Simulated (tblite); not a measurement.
C5H5F3NS (charge +1).
InChI=1S/C5H5F3NS/c1-9-3-10-2-4(9)5(6,7)8/h2-3H,1H3/q+1

Calculated harmonic vibrations of the isolated species, GFN2-xTB (tblite), most abundant isotopes, no scaling. This tight-binding method is rough: wavenumbers can miss measured ones by several per cent, in bad cases by 10 to 20.

Harmonic wavenumbers (cm⁻¹): 47.0, 116.8, 147.6, 159.7, 224.8, 293.1, 325.8, 341.8, 413.5, 442.6, 502.0, 518.9, 573.8, 651.2, 674.0, 770.0, 772.5, 810.0, 858.3, 919.9, 1002.6, 1057.8, 1065.5, 1082.5, 1118.4, 1127.6, 1128.3, 1199.6, 1380.2, 1392.8, 1423.3, 1432.8, 1466.1, 1534.2, 3006.7, 3019.7, 3065.7, 3126.1, 3144.3.

A = 2037, B = 896.7, C = 701.3 MHz; mass 168.009 u (most abundant isotopes); point group Cs, symmetry number 1.

Task: Zero-point energy?

Result: Half the sum of the wavenumbers: 21169 cm⁻¹ = 60.52 kcal/mol.

Task: What is S at 200 K and 1 bar for an ideal gas of classical rigid rotors and harmonic oscillators?

Result: Translation 39.31, rotation 28.72, vibration 15.60: S = 83.6 cal/(mol K).

Task: And Cp and H(200 K) − H(0)?

Result: Cp = 26.96 cal/(mol K), of which vibrations give 19.01 (their classical limit is 39 R = 77.5); H(200 K) − H(0) = 3.38 kcal/mol without the zero-point energy, 1.79 from vibrations.

Task: Blend soft modes into free rotors: weight 1/[1 + (100 cm⁻¹/ν̃)⁴] for the oscillator and the rest for a rotor with moment μB/(μ + B), μ = h/(8π²ν), B = 10⁻⁴⁴ kg m². What vibrational entropy results?

Result: 14.75 cal/(mol K) in place of 15.60, which changes −T·S at 200 K by +0.17 kcal/mol.

Task: What must be added to the electronic energy to get the Gibbs energy at 200 K and 1 bar?

Result: ZPE + [H(200 K) − H(0)] − T·S = 60.52 + 3.38 − 16.72 = 47.18 kcal/mol.

Hindered rotation and anharmonicity are outside this model.

Conformer computed: `[CH3:1][n+:2]1[cH:3][s:4][cH:5][c:6]1[C:7]([F:8])([F:9])[F:10]`: C5–C6–C7–F8 0°.
